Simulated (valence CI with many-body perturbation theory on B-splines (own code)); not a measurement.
# Zr¹⁹⁺: E2, M1 decay

Method: valence CI with perturbative core correlation (CI+MBPT): three valence electrons over a frozen Dirac-Fock core [Ar], a basis of 9 s, 9 p, 10 d, 8 f, 5 g, 3 h, 1 i functions for each j, with the one-electron correlation potential Σ1, the two-electron term Σ2, the three-electron term Σ3, Breit, model QED; selected CI, second order for the rest (own B-spline code, finite nucleus).

No measured levels were compared; by estimate terms of the open shell hold to 2 to 4 % of their energy, and close levels can change places. Core correlation moves these levels by up to 5900 cm⁻¹, and in measured spectra 5 to 20 % of such shifts remained as error; rates that hang on mixing are uncertain with them. Only levels of the ground parity were solved; by the run's estimate the other parity begins above the list, which can be wrong where configurations are misplaced.

Lines 1 to 50 of 68 in falling wavelength, among levels below 219670 cm⁻¹, chosen from the decays that carry over 1 % of a level's rate. Wavelengths and rates use the calculated energies, so an error of 2000 cm⁻¹ moves a line at 3613 Å by 7.2 % and its rate by three times that or more. Electric multipoles are in the length gauge, E1 and E2 with the static RPA response of the core. S is in atomic units (e²a₀⁴ for E2 and M2, e²a₀⁶ for E3), for M1 in squared Bohr magnetons. Weak lines are less certain than strong ones. Lines between different terms over intervals too small for the method are left out, as are lines whose strength nearly cancels. The highest levels of a list are the least certain.

Names give the largest LS component (configuration and term), which can be under half, so a name can repeat, a term be missing and a line seem to break the LS rules; names also repeat where a configuration has a term twice. Letters in brackets count levels of one name in rising energy.

| λ vac (Å) | Upper | Lower | Type | A (s⁻¹) | S (a.u.) |
| --- | --- | --- | --- | --- | --- |
| 22350 | 3d3 4P_1/2 | 3d3 4P_3/2 | M1 | 2.81e+00 | 2.33e+00 |
| 9305 | 3d3 4F_9/2 | 3d3 4F_7/2 | M1 | 3.03e+01 | 9.06e+00 |
| 8241 | 3d3 4F_7/2 | 3d3 4F_5/2 | M1 | 7.23e+01 | 1.20e+01 |
| 8194 | 3d3 4F_5/2 | 3d3 4F_3/2 | M1 | 7.39e+01 | 9.05e+00 |
| 5092 | 3d3 2D_5/2 [a] | 3d3 2D_3/2 [a] | M1 | 6.47e+01 | 1.90e+00 |
| 4559 | 3d3 4P_5/2 | 3d3 4P_3/2 | M1 | 1.13e+02 | 2.39e+00 |
| 3748 | 3d3 2H_11/2 | 3d3 2H_9/2 [a] | M1 | 1.13e+02 | 2.64e+00 |
| 3664 | 3d3 2P_3/2 | 3d3 2P_1/2 | M1 | 1.44e+02 | 1.05e+00 |
| 3613 | 3d3 2D_3/2 [a] | 3d3 4P_1/2 | M1 | 8.92e+01 | 6.24e-01 |
| 3349 | 3d3 2D_5/2 [a] | 3d3 4P_5/2 | M1 | 4.48e+01 | 3.75e-01 |
| 3110 | 3d3 2D_3/2 [a] | 3d3 4P_3/2 | M1 | 3.67e+02 | 1.64e+00 |
| 3107 | 3d3 2H_9/2 [b] | 3d3 2H_9/2 [a] | M1 | 2.86e+02 | 3.19e+00 |
| 3014 | 3d3 2P_3/2 | 3d3 2D_3/2 [a] | M1 | 3.30e+02 | 1.34e+00 |
| 2980 | 3d3 2P_1/2 | 3d3 4P_1/2 | M1 | 4.65e+02 | 9.12e-01 |
| 2809 | 3d3 2F_5/2 | 3d3 2D_5/2 [a] | M1 | 5.80e+00 | 2.86e-02 |
| 2804 | 3d3 2H_9/2 [b] | 3d3 2G_7/2 | M1 | 2.80e+02 | 2.29e+00 |
| 2662 | 3d3 2H_9/2 [a] | 3d3 4F_9/2 | M1 | 2.68e+02 | 1.88e+00 |
| 2447 | 3d3 4P_3/2 | 3d3 4F_5/2 | M1 | 6.38e+01 | 1.39e-01 |
| 2305 | 3d3 2P_3/2 | 3d3 4P_5/2 | M1 | 2.93e+02 | 5.31e-01 |
| 2230 | 3d3 2G_7/2 | 3d3 4F_7/2 | M1 | 1.86e+02 | 6.12e-01 |
| 2070 | 3d3 2H_9/2 [a] | 3d3 4F_7/2 | M1 | 1.88e+02 | 6.19e-01 |
| 1974 | 3d3 4P_5/2 | 3d3 4F_7/2 | M1 | 2.26e+01 | 3.86e-02 |
| 1931 | 3d3 2D_5/2 [a] | 3d3 4P_3/2 | M1 | 3.45e+01 | 5.52e-02 |
| 1884 | 3d3 4P_3/2 | 3d3 4F_3/2 | M1 | 1.68e+02 | 1.66e-01 |
| 1755 | 3d3 2G_7/2 | 3d3 4F_5/2 | M1 | 3.40e+02 | 5.46e-01 |
| 1738 | 3d3 4P_1/2 | 3d3 4F_3/2 | M1 | 2.20e+01 | 8.57e-03 |
| 1738 | 3d3 4P_1/2 | 3d3 4F_3/2 | E2 | 4.14e-01 | 1.17e-02 |
| 1592 | 3d3 4P_5/2 | 3d3 4F_5/2 | M1 | 1.85e+01 | 1.66e-02 |
| 1557 | 3d3 2H_11/2 | 3d3 4F_9/2 | M1 | 4.58e+01 | 7.68e-02 |
| 1531 | 3d3 2P_3/2 | 3d3 4P_3/2 | M1 | 2.27e+01 | 1.21e-02 |
| 1528 | 3d3 2F_5/2 | 3d3 4P_5/2 | M1 | 7.07e+01 | 5.61e-02 |
| 1518 | 3d3 2F_7/2 | 3d3 2H_9/2 [a] | M1 | 1.65e+01 | 1.71e-02 |
| 1448 | 3d3 2D_5/2 [b] | 3d3 2F_5/2 | M1 | 5.09e+02 | 3.44e-01 |
| 1442 | 3d3 2F_7/2 | 3d3 2G_7/2 | M1 | 1.74e+02 | 1.55e-01 |
| 1434 | 3d3 2H_9/2 [b] | 3d3 4F_9/2 | M1 | 8.98e+01 | 9.80e-02 |
| 1413 | 3d3 2D_3/2 [b] | 3d3 2F_5/2 | M1 | 3.47e+02 | 1.45e-01 |
| 1409 | 3d3 2D_5/2 [b] | 3d3 2F_7/2 | M1 | 3.11e+02 | 1.93e-01 |
| 1403 | 3d3 2F_5/2 | 3d3 2G_7/2 | M1 | 1.07e+02 | 6.60e-02 |
| 1370 | 3d3 2D_3/2 [a] | 3d3 4F_5/2 | M1 | 5.51e+02 | 2.10e-01 |
| 1242 | 3d3 2H_9/2 [b] | 3d3 4F_7/2 | M1 | 9.84e+01 | 7.00e-02 |
| 1242 | 3d3 2D_5/2 [a] | 3d3 4F_7/2 | M1 | 6.16e+02 | 2.62e-01 |
| 1173 | 3d3 2D_3/2 [a] | 3d3 4F_3/2 | M1 | 2.98e+02 | 7.15e-02 |
| 1144 | 3d3 2F_5/2 | 3d3 4P_3/2 | M1 | 3.50e+01 | 1.17e-02 |
| 1098 | 3d3 2P_1/2 | 3d3 4F_3/2 | M1 | 1.80e+01 | 1.76e-03 |
| 1097 | 3d3 2D_5/2 [b] | 3d3 2P_3/2 | M1 | 7.40e+01 | 2.18e-02 |
| 1079 | 3d3 2D_5/2 [a] | 3d3 4F_5/2 | M1 | 1.03e+02 | 2.87e-02 |
| 1077 | 3d3 2D_3/2 [b] | 3d3 2P_3/2 | M1 | 3.72e+01 | 6.89e-03 |
| 966.6 | 3d3 2F_7/2 | 3d3 4F_9/2 | M1 | 2.31e+02 | 6.20e-02 |
| 955.5 | 3d3 2D_5/2 [b] | 3d3 2D_5/2 [a] | M1 | 6.46e+01 | 1.25e-02 |
| 953.7 | 3d3 2D_5/2 [a] | 3d3 4F_3/2 | M1 | 1.60e+01 | 3.08e-03 |
